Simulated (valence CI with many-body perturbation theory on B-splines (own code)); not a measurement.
## Ag XXXIII: electric-dipole lines

Calculated by configuration interaction combined with many-body perturbation theory (CI+MBPT): five valence electrons over a frozen Dirac-Fock core [Ne], radial functions for each j: 11 s, 11 p, 10 d, 8 f, 5 g, 2 h, with the one-electron correlation potential Σ1 (screened to all orders), the two-electron term Σ2, the three-electron term Σ3, Breit, model QED; selected single and double excitations, second order for the rest, scaled by the run's own slope (own B-spline code, finite nucleus).

The last digits are not significant, and no measured levels were compared; by estimate large intervals hold to a few tenths of a per cent, small ones and those within an open d or f shell to about a per cent. Among the levels kept, up to 4200 cm⁻¹ of a level comes from second order outside the variational space, and about a tenth of that is noise between levels of different J, which matters for small intervals.

Lines 1 to 50 of 586 in falling wavelength, among levels below 397.18 eV, chosen from the strongest by gf and those to the six lowest levels. Wavelengths and rates use the calculated energies. Electric multipoles are in the length gauge, E1 and E2 with the static RPA response of the core. Weak lines are less certain than strong ones. Lines between different terms over intervals too small for the method are left out, as are lines whose strength nearly cancels. Where a level lies close to another of its J and parity, the split of strength between their lines is uncertain. The highest levels of a list are the least certain.

Levels are named by their leading jj configuration (3d3/2^4 stands for four electrons in 3d with j = 3/2), which in mixed levels can hold well under half, so a name can repeat and another be missing. Letters in brackets count levels of one name in rising energy.

```
λ vac (Å)                               Upper                               Lower   A (s⁻¹)  log gf  Branch %
    242.1          (3s 3p1/2^2 3p3/2^2) J=1/2                (3s^2 3p3/2^3) J=3/2  7.07e+07   -2.91       0.2
    228.7          (3s 3p1/2^2 3p3/2^2) J=3/2                (3s^2 3p3/2^3) J=3/2  1.36e+08   -2.37       0.3
    165.6  (3s^2 3p1/2 3p3/2 3d3/2) J=3/2 [a]                (3s^2 3p3/2^3) J=3/2  2.66e+08   -2.36       6.0
    165.6  (3s^2 3p1/2 3p3/2 3d3/2) J=5/2 [a]                (3s^2 3p3/2^3) J=3/2  3.12e+08   -2.11      22.9
    163.7  (3s^2 3p1/2 3p3/2 3d3/2) J=1/2 [a]                (3s^2 3p3/2^3) J=3/2  1.65e+08   -2.88       2.8
    162.1          (3s 3p1/2^2 3p3/2^2) J=5/2          (3s^2 3p1/2 3p3/2^2) J=5/2  1.46e+09   -1.46      18.3
    155.1            (3s 3p1/2 3p3/2^3) J=5/2                (3s^2 3p3/2^3) J=3/2  1.52e+09   -1.48      19.7
    154.4      (3s 3p1/2^2 3p3/2 3d5/2) J=9/2  (3s^2 3p1/2 3p3/2 3d5/2) J=7/2 [a]  3.11e+09   -0.95      66.6
    150.7          (3s^2 3p1/2^2 3d3/2) J=3/2          (3s^2 3p1/2 3p3/2^2) J=5/2  1.19e+09   -1.79      47.5
    150.0     (3s 3p1/2 3p3/2^2 3d5/2) J=11/2          (3s^2 3p3/2^2 3d5/2) J=9/2  4.88e+09   -0.70      20.5
    149.2       (3p1/2^2 3p3/2^2 3d5/2) J=9/2  (3s 3p1/2 3p3/2^2 3d5/2) J=7/2 [b]  1.97e+09   -1.18       4.0
    149.1          (3s 3p1/2^2 3p3/2^2) J=5/2          (3s^2 3p1/2 3p3/2^2) J=3/2  2.96e+09   -1.23      37.2
    147.6  (3s 3p1/2 3p3/2^2 3d5/2) J=9/2 [c]          (3s^2 3p3/2^2 3d5/2) J=7/2  2.02e+09   -1.18      17.5
    144.3       (3p1/2^2 3p3/2^2 3d5/2) J=9/2  (3s 3p1/2 3p3/2^2 3d5/2) J=9/2 [d]  2.99e+09   -1.03       6.0
    143.3          (3s 3p1/2^2 3p3/2^2) J=1/2          (3s^2 3p1/2 3p3/2^2) J=1/2  5.43e+09   -1.48      15.5
    139.4          (3s^2 3p1/2^2 3d3/2) J=3/2          (3s^2 3p1/2 3p3/2^2) J=3/2  2.78e+08   -2.49      11.1
    133.9            (3s 3p1/2 3p3/2^3) J=1/2                (3s^2 3p3/2^3) J=3/2  1.98e+09   -1.97       1.9
    133.9             (3p1/2^2 3p3/2^3) J=3/2            (3s 3p1/2 3p3/2^3) J=5/2  8.25e+09   -1.05      21.1
    133.4  (3s 3p1/2 3p3/2^2 3d5/2) J=7/2 [d]      (3s^2 3p3/2^2 3d5/2) J=5/2 [a]  3.49e+09   -1.13       1.4
    131.8  (3s^2 3p1/2 3p3/2 3d5/2) J=3/2 [a]                (3s^2 3p3/2^3) J=3/2  6.35e+08   -2.18       1.1
    131.0  (3s^2 3p1/2 3p3/2 3d5/2) J=5/2 [a]                (3s^2 3p3/2^3) J=3/2  8.01e+08   -1.91       0.5
    130.3  (3s 3p1/2 3p3/2^2 3d5/2) J=9/2 [d]          (3s^2 3p3/2^2 3d5/2) J=9/2  2.65e+09   -1.17       3.1
    126.7          (3s 3p1/2^2 3p3/2^2) J=3/2          (3s^2 3p1/2 3p3/2^2) J=5/2  3.91e+09   -1.42       7.6
    126.0       (3p1/2^2 3p3/2^2 3d5/2) J=9/2     (3s 3p1/2 3p3/2^2 3d5/2) J=11/2  8.94e+09   -0.67      18.1
    125.2  (3s 3p1/2^2 3p3/2 3d5/2) J=7/2 [b]      (3s^2 3p1/2 3p3/2 3d5/2) J=9/2  4.21e+09   -1.10       7.6
    123.7  (3s 3p1/2^2 3p3/2 3d3/2) J=5/2 [b]      (3s^2 3p1/2 3p3/2 3d3/2) J=7/2  4.64e+09   -1.19       7.1
    123.2  (3s^2 3p1/2 3p3/2 3d3/2) J=3/2 [b]                (3s^2 3p3/2^3) J=3/2  2.01e+08   -2.74       0.0
    122.3  (3s 3p1/2 3p3/2^2 3d5/2) J=7/2 [c]          (3s^2 3p3/2^2 3d5/2) J=7/2  3.42e+09   -1.21       3.7
    122.2          (3s^2 3p1/2^2 3d5/2) J=5/2          (3s^2 3p1/2 3p3/2^2) J=5/2  3.62e+08   -2.31       1.0
    120.6  (3s^2 3p1/2 3p3/2 3d3/2) J=5/2 [b]                (3s^2 3p3/2^3) J=3/2  9.07e+08   -1.93       0.4
    119.2       (3p1/2^2 3p3/2^2 3d3/2) J=7/2  (3s 3p1/2 3p3/2^2 3d5/2) J=9/2 [a]  1.74e+10   -0.53      25.1
    118.9  (3s 3p1/2^2 3d3/2 3d5/2) J=5/2 [a]  (3s 3p1/2 3p3/2^2 3d3/2) J=7/2 [a]  6.12e+09   -1.11      16.1
    118.6          (3s 3p1/2^2 3p3/2^2) J=3/2          (3s^2 3p1/2 3p3/2^2) J=3/2  1.57e+09   -1.88       3.0
    116.8       (3p1/2^2 3p3/2^2 3d5/2) J=9/2  (3s 3p1/2 3p3/2^2 3d5/2) J=9/2 [b]  5.71e+09   -0.93      11.5
    115.5            (3s 3p1/2 3p3/2^3) J=3/2          (3s^2 3p1/2 3p3/2^2) J=1/2  2.12e+08   -2.77       1.1
    114.6          (3s^2 3p1/2^2 3d5/2) J=5/2          (3s^2 3p1/2 3p3/2^2) J=3/2  6.53e+08   -2.11       1.8
    114.5       (3p1/2^2 3p3/2^2 3d3/2) J=3/2  (3s 3p1/2 3p3/2^2 3d3/2) J=5/2 [a]  1.18e+10   -1.03      24.0
    112.9  (3s^2 3p1/2 3p3/2 3d5/2) J=3/2 [b]                (3s^2 3p3/2^3) J=3/2  3.31e+09   -1.60       1.4
    111.6  (3s^2 3p1/2 3p3/2 3d3/2) J=1/2 [a]          (3s^2 3p1/2 3p3/2^2) J=1/2  3.36e+08   -2.90       5.8
    110.4  (3s^2 3p1/2 3p3/2 3d5/2) J=5/2 [b]                (3s^2 3p3/2^3) J=3/2  8.70e+08   -2.02       0.3
    110.2  (3s^2 3p1/2 3p3/2 3d5/2) J=3/2 [c]                (3s^2 3p3/2^3) J=3/2  2.46e+09   -1.75       2.0
    107.2            (3s 3p1/2 3p3/2^3) J=3/2          (3s^2 3p1/2 3p3/2^2) J=5/2  1.23e+09   -2.07       6.4
    105.1          (3s 3p1/2^2 3p3/2^2) J=5/2          (3s^2 3p1/2^2 3p3/2) J=3/2  3.52e+09   -1.46      44.4
    104.6  (3s^2 3p1/2 3p3/2 3d3/2) J=3/2 [a]          (3s^2 3p1/2 3p3/2^2) J=5/2  4.94e+08   -2.49      11.1
    104.6  (3s^2 3p1/2 3p3/2 3d3/2) J=5/2 [a]          (3s^2 3p1/2 3p3/2^2) J=5/2  2.29e+08   -2.65      16.8
    104.3        (3s 3p3/2^3 3d5/2) J=7/2 [a]      (3s^2 3p3/2^2 3d5/2) J=5/2 [a]  7.49e+09   -1.01       6.3
    103.7  (3s 3p1/2 3p3/2^2 3d5/2) J=9/2 [a]      (3s^2 3p1/2 3p3/2 3d3/2) J=7/2  4.22e+09   -1.17      41.3
    103.1  (3s 3p1/2 3p3/2^2 3d5/2) J=9/2 [c]      (3s^2 3p1/2 3p3/2 3d5/2) J=9/2  4.48e+09   -1.15      38.7
    102.8  (3s 3p1/2 3p3/2^2 3d5/2) J=9/2 [b]  (3s^2 3p1/2 3p3/2 3d5/2) J=7/2 [a]  2.47e+10   -0.41      93.3
    102.3       (3p1/2^2 3p3/2^2 3d3/2) J=7/2  (3s 3p1/2^2 3p3/2 3d5/2) J=7/2 [a]  8.04e+09   -1.00      11.6
```
